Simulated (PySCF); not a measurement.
Gas-phase reaction: 3 (CH3)2Si + 2 C6H5 (phenyl) = 3 H3SiCCH + 4 C3H4 (propyne)

Method: PySCF energies plus ideal-gas RRHO corrections (1 bar). † marks an energy on the PBE0/def2-TZVP geometry and frequencies; other levels use their own. 6-31G* has spherical d functions here. Open shells (unrestricted): C6H5 (phenyl) (multiplicity 2); the rest are closed-shell singlets. B3LYP is the form with VWN-RPA correlation. No R ln 2 is added for the mirror-image form of (CH3)2Si. (CH3)2Si: computed as isolated molecules; such fragments, hydroxides, amides, oligomers or adducts are transient or little studied in the gas. The harmonic model lacks anharmonicity and excited electronic states, which grow with temperature; levels with a mode under 35 cm⁻¹ are left out. Internal rotation in (CH3)2Si is treated as a harmonic vibration of one conformer, which makes the entropy rough.

```tsv
level	ΔE electronic, kJ	ΔH°(298 K), kJ	ΔS°(298 K), J/K	ΔG°(1200 K), kJ
B3LYP/6-31G*	534	455	320	50
B3LYP/def2-TZVP†	412	337	324	-69
PBE/def2-SVP	611	538	325	132
PBE0/def2-QZVP†	579	504	324	99
PBE0/def2-TZVP	577	502	324	97
r2SCAN/def2-TZVP†	543	468	324	63
LDA/def2-TZVP†	695	620	324	215
ωB97M-V/def2-TZVP†	470	396	324	-10
ωB97X-V/def2-TZVP†	481	406	324	1
```
ΔH° is lowest at B3LYP/def2-TZVP† and highest at LDA/def2-TZVP†. No reference value is set beside these.
